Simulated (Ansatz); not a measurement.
Question: Name a neutral molecule of C, F, Ge, N and H with LUMO energy (ωB97M-V/def2-TZVPP) between 2.10 and 2.40 eV and HOMO–LUMO gap (ωB97M-V/def2-TZVPP) between 12.35 and 12.65 eV (Ansatz, PBE0-D4/def2-TZVP geometry).

Answer: `N[CH](F)[GeH3]` (2.27 eV, 12.56 eV). Other molecules can fit too; these were computed, each in one conformer that needn't be the lowest.
